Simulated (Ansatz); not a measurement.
Spin states of HOPt (SMILES [OH][Pt]), each relaxed at B3LYP-D3(BJ)/def2-TZVP; lowest solutions found, singlets restricted, no spin–orbit coupling, no relativity up to Kr.
Multiplicity 2 (charge 0, multiplicity 2):
```xyz
3

Pt    -0.933    -0.642    -0.811
O      0.473    -0.138     0.321
H      0.427     0.828     0.419
```
Multiplicity 4 (charge 0, multiplicity 4):
```xyz
3

Pt    -0.99707    -0.72280    -0.87000
O      0.45635    -0.09147     0.31446
H      0.50755     0.86164     0.48521
```

The values were computed with Ansatz (a quantum-chemistry and plane-wave program) with Gaussian orbitals. Each number belongs to the level named beside it. In def2 rows elements past Kr take small-core potentials, without spin–orbit coupling.

The energy of multiplicity 4 less that of multiplicity 2 (kcal/mol) and the share of exact exchange:

```
functional          exact exchange (%)  value
------------------  ------------------  -----
PBE/def2-TZVPP                       0  30.57
PBE0/def2-TZVPP                     25  28.29
BLYP/def2-TZVPP                      0  30.48
B3LYP/def2-TZVPP                    20  29.19
BHLYP/def2-TZVPP                    50  25.72
r2SCAN/def2-TZVPP                    0  27.13
r2SCANh/def2-TZVPP                  10  26.48
```

Take the value as linear in the share of exact exchange along PBE and PBE0. Give the slope, say whether the sign turns, and set the other functionals against that line.


Slope: (28.29 − (30.57))/2.5 = -0.91 kcal/mol for each 10 %. The line keeps its sign from 0 to 100 %. At 50 % it gives 26.0 kcal/mol. The LYP pair gives (25.72 − (30.48))/5 = -0.95 for each 10 %. BHLYP, at 50 %, lies -0.3 from the PBE line. B3LYP, at 20 %, lies 0.4 from the PBE line. r2SCAN, with none, stands -3.4 from PBE. The r2SCAN pair gives -0.65 for 10 %.
